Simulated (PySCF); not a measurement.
C3H8ClFOSi (SMILES CCO[Si](C)(F)Cl), singlet, at a GFN2-xTB geometry, with bond 8-1 at 1.8 times its length; CASSCF(4,6)/STO-3G (PySCF).

PySCF was given this input:
```python
from pyscf import gto, scf, mcscf
import numpy

mol = gto.M(
    atom='''
C    -3.036264   -1.150661    0.432789
C    -1.768915   -1.020177   -0.395726
O    -0.701339   -0.654522    0.446717
Si    0.714352    0.049846    0.165588
C     2.058654   -1.066777   -0.556195
F     1.127089    0.461722    1.661494
Cl    0.492497    1.734939   -0.910988
H    -4.527928   -1.684329   -0.713134
H    -2.895775   -1.896987    1.209813
H    -3.269617   -0.199971    0.904283
H    -1.524218   -1.974633   -0.875971
H    -1.897912   -0.261997   -1.176111
H     3.021488   -0.564650   -0.571903
H     2.168654   -1.965715    0.044072
H     1.835040   -1.374328   -1.574162
''',
    basis='sto-3g',
    charge=0,
    spin=0,
    verbose=4,
)

mf = scf.RHF(mol)
mf.kernel()
mc = mcscf.CASSCF(mf, 6, 4)
mc.fix_spin_(ss=0.0)
mc.kernel()
occ = numpy.linalg.eigvalsh(mc.fcisolver.make_rdm1(mc.ci, mc.ncas, mc.nelecas))[::-1]
ss = mc.fcisolver.spin_square(mc.ci, mc.ncas, mc.nelecas)[0]
print('natural occupations', occ.round(4), ' <S^2>', round(ss, 4))
```

What the program printed (banner, timings and long lists left out):

```
PySCF version 2.14.0

[INPUT] verbose = 4
[INPUT] num. atoms = 15
[INPUT] num. electrons = 74
[INPUT] charge = 0
[INPUT] spin (= nelec alpha-beta = 2S) = 0
[INPUT] symmetry False subgroup None
[INPUT] Mole.unit = angstrom
[INPUT] Symbol           X                Y                Z      unit          X                Y                Z       unit  Magmom
[INPUT]  1 C     -3.036264000000  -1.150661000000   0.432789000000 AA   -5.737707401876  -2.174434152218   0.817852679724 Bohr   0.0
[INPUT]  2 C     -1.768915000000  -1.020177000000  -0.395726000000 AA   -3.342764887635  -1.927855128580  -0.747813760370 Bohr   0.0
[INPUT]  3 O     -0.701339000000  -0.654522000000   0.446717000000 AA   -1.325338630476  -1.236867322503   0.844172785187 Bohr   0.0
[INPUT]  4 Si     0.714352000000   0.049846000000   0.165588000000 AA    1.349929636535   0.094195288405   0.312915969514 Bohr   0.0
[INPUT]  5 C      2.058654000000  -1.066777000000  -0.556195000000 AA    3.890292245240  -2.015916365985  -1.051056221852 Bohr   0.0
[INPUT]  6 F      1.127089000000   0.461722000000   1.661494000000 AA    2.129889528010   0.872528125686   3.139768617608 Bohr   0.0
[INPUT]  7 Cl     0.492497000000   1.734939000000  -0.910988000000 AA    0.930684447170   3.278559552827  -1.721517822765 Bohr   0.0
[INPUT]  8 H     -4.527928000000  -1.684329000000  -0.713134000000 AA   -8.556543831750  -3.182920513663  -1.347627950116 Bohr   0.0
[INPUT]  9 H     -2.895775000000  -1.896987000000   1.209813000000 AA   -5.472221668362  -3.584785891860   2.286215231938 Bohr   0.0
[INPUT] 10 H     -3.269617000000  -0.199971000000   0.904283000000 AA   -6.178680662222  -0.377890422855   1.708847209100 Bohr   0.0
[INPUT] 11 H     -1.524218000000  -1.974633000000  -0.875971000000 AA   -2.880354574132  -3.731515566528  -1.655345283061 Bohr   0.0
[INPUT] 12 H     -1.897912000000  -0.261997000000  -1.176111000000 AA   -3.586533888526  -0.495102575458  -2.222527682088 Bohr   0.0
[INPUT] 13 H      3.021488000000  -0.564650000000  -0.571903000000 AA    5.709784808660  -1.067033856236  -1.080740039817 Bohr   0.0
[INPUT] 14 H      2.168654000000  -1.965715000000   0.044072000000 AA    4.098162118943  -3.714662988949   0.083284009762 Bohr   0.0
[INPUT] 15 H      1.835040000000  -1.374328000000  -1.574162000000 AA    3.467723027622  -2.597103525321  -2.974735055698 Bohr   0.0

nuclear repulsion = 482.437086242339
number of shells = 33
number of NR pGTOs = 153
number of NR cGTOs = 51
basis = sto-3g
ecp = {}

******** <class 'pyscf.scf.hf.RHF'> ********
method = RHF
initial guess = minao
damping factor = 0
level_shift factor = 0
DIIS = <class 'pyscf.scf.diis.CDIIS'>
diis_start_cycle = 1
diis_space = 8
diis_damp = 0
SCF conv_tol = 1e-09
SCF conv_tol_grad = None
SCF max_cycles = 50
direct_scf = True
direct_scf_tol = 1e-13
Set gradient conv threshold to 3.16228e-05
Initial guess from minao.
init E= -1029.18068111512
  HOMO = -0.280057869492664  LUMO = 0.00650496558939728  gap/eV = 7.79777
cycle= 1 E= -1028.71900919666  delta_E= 0.462  |g|= 0.56  |ddm|= 4.51
  HOMO = -0.267769713846517  LUMO = 0.184359946753792  gap/eV = 12.30307
cycle= 2 E= -1028.84655864402  delta_E= -0.128  |g|= 0.159  |ddm|= 1.11
  HOMO = -0.309382285086046  LUMO = 0.19573944998655  gap/eV = 13.74506
cycle= 3 E= -1028.85562817276  delta_E= -0.00907  |g|= 0.0378  |ddm|= 0.265
  HOMO = -0.307194313634311  LUMO = 0.200252116547558  gap/eV = 13.80832
cycle= 4 E= -1028.85652483099  delta_E= -0.000897  |g|= 0.00841  |ddm|= 0.0954
  HOMO = -0.30748154396779  LUMO = 0.200585689454503  gap/eV = 13.82521
cycle= 5 E= -1028.8565720419  delta_E= -4.72e-05  |g|= 0.00209  |ddm|= 0.023
  HOMO = -0.307199899706532  LUMO = 0.200895890825589  gap/eV = 13.82599
cycle= 6 E= -1028.85657516598  delta_E= -3.12e-06  |g|= 0.000657  |ddm|= 0.00637
  HOMO = -0.307251378823211  LUMO = 0.200827930755506  gap/eV = 13.82554
cycle= 7 E= -1028.85657537165  delta_E= -2.06e-07  |g|= 0.000146  |ddm|= 0.00131
  HOMO = -0.307227938281627  LUMO = 0.200858064894482  gap/eV = 13.82572
cycle= 8 E= -1028.85657538658  delta_E= -1.49e-08  |g|= 3.48e-05  |ddm|= 0.000393
  HOMO = -0.307226985414235  LUMO = 0.200858821072517  gap/eV = 13.82572
cycle= 9 E= -1028.85657538756  delta_E= -9.75e-10  |g|= 8.83e-06  |ddm|= 0.000104
  HOMO = -0.307227167929681  LUMO = 0.200859008814176  gap/eV = 13.82573
Extra cycle  E= -1028.85657538761  delta_E= -4.91e-11  |g|= 3.92e-06  |ddm|= 1.96e-05
converged SCF energy = -1028.85657538761

******** <class 'pyscf.mcscf.mc1step.CASSCF'> ********
CAS (2e+2e, 6o), ncore = 35, nvir = 10
max_cycle_macro = 50
max_cycle_micro = 4
conv_tol = 1e-07
conv_tol_grad = None
orbital rotation max_stepsize = 0.02
orbital rotation threshold for CI restart = 0.01
augmented hessian ah_max_cycle = 30
augmented hessian ah_conv_tol = 1e-12
augmented hessian ah_linear dependence = 1e-14
augmented hessian ah_level shift = 1e-08
augmented hessian ah_start_tol = 2.5
augmented hessian ah_start_cycle = 3
augmented hessian ah_grad_trust_region = 3
kf_trust_region = 3
kf_interval = 4
ci_response_space = 4
ci_grad_trust_region = 3
with_dep4 0
natorb = False
canonicalization = True
sorting_mo_energy = False
ao2mo_level = 2
internal_rotation = False
******** <class 'pyscf.fci.addons.SpinPenaltyFCISolver'> ********
max. cycles = 50
conv_tol = 1e-08
davidson only = True
linear dependence = 1e-12
level shift = 0.001
max iter space = 12
nroots = 1
pspace_size = 400
spin = None
CASCI E = -1028.93119827330  S^2 = 0.0000000
Set conv_tol_grad to 0.000316228
macro iter   1 ( 21 JK    4 micro), CASSCF E = -1028.94353572991  dE = -1.23374566e-02  S^2 = 0.0000000
               |grad[o]|=0.0556  |grad[c]|=0.0262  |ddm|=0.0379  |maxRot[o]|=0.108
macro iter   2 ( 21 JK    4 micro), CASSCF E = -1028.94565169489  dE = -2.11596498e-03  S^2 = 0.0000000
               |grad[o]|=0.016  |grad[c]|=0.0172  |ddm|=0.085  |maxRot[o]|=0.281
macro iter   3 ( 21 JK    4 micro), CASSCF E = -1028.94891489266  dE = -3.26319778e-03  S^2 = 0.0000000
               |grad[o]|=0.014  |grad[c]|=0.0228  |ddm|=0.00287  |maxRot[o]|=0.218
macro iter   4 ( 21 JK    4 micro), CASSCF E = -1028.95313513897  dE = -4.22024630e-03  S^2 = 0.0000000
               |grad[o]|=0.0133  |grad[c]|=0.0186  |ddm|=0.00557  |maxRot[o]|=0.196
macro iter   5 (  7 JK    2 micro), CASSCF E = -1028.95546824571  dE = -2.33310675e-03  S^2 = 0.0000000
               |grad[o]|=0.0103  |grad[c]|=0.00152  |ddm|=0.00866  |maxRot[o]|=0.0697
macro iter   6 ( 21 JK    4 micro), CASSCF E = -1028.95683376646  dE = -1.36552075e-03  S^2 = 0.0000000
               |grad[o]|=0.00691  |grad[c]|=0.00565  |ddm|=0.00203  |maxRot[o]|=0.301
macro iter   7 ( 16 JK    4 micro), CASSCF E = -1028.95577086145  dE =  1.06290501e-03  S^2 = 0.0000000
               |grad[o]|=0.004  |grad[c]|=0.00543  |ddm|=0.00664  |maxRot[o]|=0.0782
macro iter   8 ( 12 JK    3 micro), CASSCF E = -1028.95680708828  dE = -1.03622683e-03  S^2 = 0.0000000
               |grad[o]|=0.00644  |grad[c]|=0.0017  |ddm|=0.00328  |maxRot[o]|=0.0449
macro iter   9 ( 21 JK    4 micro), CASSCF E = -1028.95679026707  dE =  1.68212098e-05  S^2 = 0.0000000
               |grad[o]|=0.00402  |grad[c]|=0.00399  |ddm|=0.00206  |maxRot[o]|=0.00937
macro iter  10 ( 21 JK    4 micro), CASSCF E = -1028.95720256983  dE = -4.12302754e-04  S^2 = 0.0000000
               |grad[o]|=0.00401  |grad[c]|=0.000916  |ddm|=0.000845  |maxRot[o]|=0.0269
macro iter  11 ( 21 JK    4 micro), CASSCF E = -1028.95720957017  dE = -7.00033866e-06  S^2 = 0.0000000
               |grad[o]|=0.00234  |grad[c]|=0.00263  |ddm|=0.001  |maxRot[o]|=0.00553
macro iter  12 ( 13 JK    4 micro), CASSCF E = -1028.95721212145  dE = -2.55128521e-06  S^2 = 0.0000000
               |grad[o]|=0.0023  |grad[c]|=0.00179  |ddm|=0.000691  |maxRot[o]|=0.00323
macro iter  13 ( 13 JK    4 micro), CASSCF E = -1028.95735698055  dE = -1.44859104e-04  S^2 = 0.0000000
               |grad[o]|=0.00228  |grad[c]|=0.00188  |ddm|=0.000388  |maxRot[o]|=0.0181
macro iter  14 ( 10 JK    4 micro), CASSCF E = -1028.95736445453  dE = -7.47397394e-06  S^2 = 0.0000000
               |grad[o]|=0.00119  |grad[c]|=0.00112  |ddm|=0.000402  |maxRot[o]|=0.00164
macro iter  15 (  9 JK    4 micro), CASSCF E = -1028.95736321760  dE =  1.23692689e-06  S^2 = 0.0000000
               |grad[o]|=0.00111  |grad[c]|=0.00107  |ddm|=0.000375  |maxRot[o]|=0.000834
macro iter  16 ( 11 JK    3 micro), CASSCF E = -1028.95740995967  dE = -4.67420723e-05  S^2 = 0.0000000
               |grad[o]|=0.00113  |grad[c]|=0.000785  |ddm|=0.000324  |maxRot[o]|=0.0164
macro iter  17 (  3 JK    1 micro), CASSCF E = -1028.95741057714  dE = -6.17462092e-07  S^2 = 0.0000000
               |grad[o]|=0.000144  |grad[c]|=9.63e-05  |ddm|=6.04e-05  |maxRot[o]|=0.00207
macro iter  18 (  1 JK    1 micro), CASSCF E = -1028.95741057716  dE = -2.72848411e-11  S^2 = 0.0000000
               |grad[o]|=1.99e-05  |grad[c]|=6.07e-06  |ddm|=7.85e-06  |maxRot[o]|=    0
1-step CASSCF converged in  18 macro (263 JK  62 micro) steps
CASSCF canonicalization
Density matrix diagonal elements [1.96935736 1.73086501 0.27486072 0.01400807 0.00791357 0.00299527]
CASSCF energy = -1028.95741057716
CASCI E = -1028.95741057716  E(CI) = -3.22766761451567  S^2 = 0.0000000
natural occupations [1.9783e+00 1.7221e+00 2.7790e-01 2.0100e-02 8.0000e-04 7.0000e-04]  <S^2> 0.0
```
